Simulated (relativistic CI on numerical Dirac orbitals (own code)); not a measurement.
# Mn3+: 3p photoemission

Computed with this model: Dirac-Coulomb-Breit CI, KLI orbitals optimised for each configuration, a model potential for QED, multiplet model of photoemission in the sudden approximation, unscaled Slater integrals; configurations [Ar] 3d4 → [Ne] 3s2 3p5 3d4; 80 K; Lorentzian 0.8 eV and Gaussian 0.6 eV FWHM. Energies are those of the free ion, without screening or charge transfer. The energies are binding energies and can lie tens of eV above those of solids. S is read from ⟨S²⟩ = S(S + 1).

Field parameters in Wybourne normalisation: D3d B²₀ = −7Dσ, B⁴₀ = −14Dq − 21Dτ, B⁴₃ = −14√(10/7) Dq. The field is a parameter set, without covalency.

Computed curve for D3d, 10Dq = 18100, Dσ = -1200, Dτ = -10 cm⁻¹, scaled to 100 at the maximum (points under 2 are left out and the grid is thinned):

Energy (eV), Intensity and a bar:
```
     89.2        2.1 
     89.7        2.6 
     90.2        3.5 
     90.7        5.0 #
     91.2        8.0 ##
     91.7       15.1 ####
     92.2       37.4 ###########
     92.7       84.4 ##########################
     93.2       83.5 #########################
     93.7       38.5 ###########
     94.2       20.7 ######
     94.7       19.3 #####
     95.2       26.3 ########
     95.7       57.1 #################
     96.2       98.2 ##############################
     96.8       76.1 #######################
     97.3       52.4 ################
     97.8       34.9 ##########
     98.3       25.2 #######
     98.8       25.2 #######
     99.3       32.2 #########
     99.8       34.6 ##########
    100.3       24.2 #######
    100.8       14.7 ####
    101.3       10.4 ###
    101.8        8.5 ##
    102.3        7.2 ##
    102.8        6.1 #
    103.3        4.4 #
    103.8        2.9 
    104.3        2.2 
    104.8        2.2 
    105.3        2.2 
    109.1        2.1 
    109.6        2.8 
    110.1        3.3 
    110.6        2.6 
    111.1        2.2 
    111.6        2.5 
    112.1        3.7 #
    112.6        6.6 #
    113.1        9.4 ##
    113.6       15.7 ####
    114.1       29.4 #########
    114.6       30.1 #########
    115.2       15.9 ####
    115.7        7.7 ##
    116.2        4.0 #
    116.7        2.5 
    118.3        2.0 
    118.8        2.6 
    119.3        4.0 #
    119.8        7.9 ##
    120.3       17.2 #####
    120.8       29.8 #########
    121.3       32.9 ##########
    121.8       17.1 #####
    122.3        6.7 #
    122.8        3.4 
    123.3        2.1
```

The ground state has S = 2.00, and the centroid lies at 101.08 eV.
